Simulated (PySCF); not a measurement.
PySCF job for WF5, SMILES [F][W]([F])([F])([F])[F] (connectivity only; charge and spin as stated), neutral, multiplicity 2, PBE-D3(BJ)/def2-SVP. Coordinates come from a PBE-D3(BJ)/def2-SVP optimisation. The multiplicity is an assumed one; no other spin state was optimised. The isomer is the one that the SMILES or the coordinates give; other isomers of the formula were not compared. The def2 effective core potentials stand for the cores of W; spin–orbit coupling is left out.

```python
import numpy as np
from pyscf import gto, scf, dft, df
from pyscf.hessian import thermo

mol = gto.M(
    atom='''
    W     0.00000000   -0.00000000    0.01717408
    F    -1.84028033   -0.38711708    0.21579611
    F     1.84028033    0.38711707    0.21579605
    F    -0.56399023    1.26314949   -1.22436034
    F     0.56399018   -1.26314948   -1.22436037
    F     0.00000004   -0.00000000    1.87591944
    ''',
    basis='def2-SVP',
    ecp={'W': 'def2-svp'},
    charge=0,
    spin=1,
    max_memory=1600,
    verbose=3,
)
mf = dft.UKS(mol, xc='pbe').density_fit(auxbasis='def2-universal-jkfit')
mf.disp = 'd3bj'
mf.grids.level = 3
mf.conv_tol = 1e-11
mf.max_cycle = 100
mf.kernel()
fine, coarse = mf.grids, dft.Grids(mol).set(level=1).build(with_non0tab=True)
for _ in range(3):  # follow internal instabilities
    mf.grids = coarse
    mo, _, stable, _ = mf.stability(return_status=True, nroots=4)
    mf.grids = fine
    if stable:
        break
    mf.kernel(mf.make_rdm1(mo, mf.mo_occ))

# [left out here: the lines that compute and print the analytic Hessian (its translational invariance restored by hand, since the grid's response is missing), thermochemistry and intensities]
```

It prints:

```

WARN: HOMO -0.347329638052861 >= LUMO -0.347329638052862

converged SCF energy = -565.723994188291  <S^2> = 0.75159777  2S+1 = 2.0015971
<class 'pyscf.df.df_jk.DFUKS'> wavefunction is stable in the internal stability analysis

WARN: DFTD3 does not support analytical Hessian, using finite difference


WARN: Mole.unit (angstrom) is changed to Bohr

Mode                                 0                   1                   2
Irrep
Freq [cm^-1]                       66.0076             89.7446            180.3882
Reduced mass [au]                  19.2395             19.0147             23.7684
Force const [Dyne/A]                0.0494              0.0902              0.4557
Char temp [K]                      94.9702            129.1224            259.5384
Normal mode                   x     y     z       x     y     z       x     y     z
       0   W                 0.01  0.00 -0.00    0.00 -0.00 -0.00    0.00  0.03  0.00
       1   F                 0.03 -0.11 -0.03   -0.01 -0.05 -0.07    0.02 -0.06 -0.02
       2   F                 0.03 -0.11  0.03    0.01  0.05 -0.07    0.02 -0.06  0.02
       3   F                -0.05  0.02  0.04    0.02  0.10  0.09   -0.05 -0.04 -0.06
       4   F                -0.05  0.02 -0.04   -0.02 -0.10  0.09   -0.05 -0.04  0.06
       5   F                -0.04  0.13  0.00   -0.00  0.00 -0.01    0.01 -0.12  0.00
Mode                                 3                   4                   5
Irrep
Freq [cm^-1]                      188.5947            221.0742            255.9332
Reduced mass [au]                  22.1144             22.1151             19.3242
Force const [Dyne/A]                0.4634              0.6368              0.7458
Char temp [K]                     271.3458            318.0766            368.2308
Normal mode                   x     y     z       x     y     z       x     y     z
       0   W                -0.00 -0.00  0.03    0.03 -0.01  0.00    0.00 -0.00 -0.01
       1   F                -0.00 -0.03 -0.10    0.00  0.08 -0.04    0.03 -0.08  0.08
       2   F                 0.00  0.03 -0.10    0.00  0.08  0.04   -0.03  0.08  0.08
       3   F                 0.07 -0.05 -0.06   -0.10 -0.03  0.03    0.11  0.03 -0.03
       4   F                -0.07  0.05 -0.06   -0.10 -0.03 -0.03   -0.11 -0.03 -0.03
       5   F                 0.00  0.00  0.03   -0.07 -0.01  0.00   -0.00 -0.00 -0.00
Mode                                 6                   7                   8
Irrep
Freq [cm^-1]                      321.9412            615.0990            657.9953
Reduced mass [au]                  19.3255             18.9991             21.0586
Force const [Dyne/A]                1.1801              4.2352              5.3719
Char temp [K]                     463.2017            884.9904            946.7088
Normal mode                   x     y     z       x     y     z       x     y     z
       0   W                 0.01  0.01  0.00    0.00 -0.00  0.00   -0.01 -0.02  0.00
       1   F                 0.02 -0.01  0.10    0.13  0.03 -0.02    0.09  0.02 -0.00
       2   F                 0.02 -0.01 -0.10   -0.13 -0.03 -0.02    0.09  0.02  0.00
       3   F                 0.02  0.00  0.00   -0.02  0.05 -0.03   -0.03  0.09 -0.08
       4   F                 0.02  0.00 -0.00    0.02 -0.05 -0.03   -0.03  0.09  0.08
       5   F                -0.17 -0.03  0.00    0.00 -0.00  0.09   -0.00  0.00 -0.00
Mode                                 9                  10                  11
Irrep
Freq [cm^-1]                      684.2701            705.8135            712.7917
Reduced mass [au]                  22.1344             21.0768             19.9606
Force const [Dyne/A]                6.1062              6.1863              5.9752
Char temp [K]                     984.5124           1015.5085           1025.5486
Normal mode                   x     y     z       x     y     z       x     y     z
       0   W                 0.03 -0.01  0.00   -0.00  0.00  0.02    0.00 -0.00  0.02
       1   F                -0.11 -0.03  0.01    0.06  0.01 -0.00   -0.07 -0.01  0.01
       2   F                -0.11 -0.03 -0.01   -0.06 -0.01 -0.00    0.07  0.01  0.01
       3   F                -0.02  0.07 -0.06   -0.00  0.01 -0.02   -0.04  0.10 -0.10
       4   F                -0.02  0.07  0.06    0.00 -0.01 -0.02    0.04 -0.10 -0.10
       5   F                 0.00  0.00 -0.00    0.00 -0.00 -0.20   -0.00 -0.00  0.01
temperature 298.1500 [K]
pressure 101325.00 [Pa]
Rotational constants [GHz] 2.63275 2.44042 1.89702
Symmetry number 2
Zero-point energy (ZPE) 0.01071 [Eh]   28110.169 [J/mol]
                           tot       elec      trans        rot        vib
Entropy [J/mol/K]       374.821      5.763    178.969    110.004     80.085
Cv [J/mol/K]             97.060      0.000     12.472     12.472     72.117
Cp [J/mol/K]            105.375      0.000     20.786     12.472     72.117
Internal energy [J/mol]                      3718.434   3718.434  40573.122
Internal energy [Eh]   -565.70571  -565.72399
Enthalpy [J/mol]                             6197.391   3718.434  40573.122
Enthalpy [Eh]          -565.70476
Gibbs free energy [J/mol]                  -47162.228 -29079.246  16695.921
Gibbs free energy [Eh] -565.74733
mode   freq/cm-1   IR/(km/mol)
   1       66.01         1.575
   2       89.74         0.241
   3      180.39        14.905
   4      188.59        16.632
   5      221.07        22.445
   6      255.93         3.559
   7      321.94         2.599
   8      615.10         0.022
   9      658.00       112.246
  10      684.27       175.304
  11      705.81       106.888
  12      712.79        49.183
max |gradient| / (hartree/bohr): 0.00015352891730950299
APT charges: [ 2.8539 -0.6166 -0.6166 -0.5323 -0.5323 -0.5561]
```

The run converged.

Cost: about 2.8 core-minutes (a rough figure).
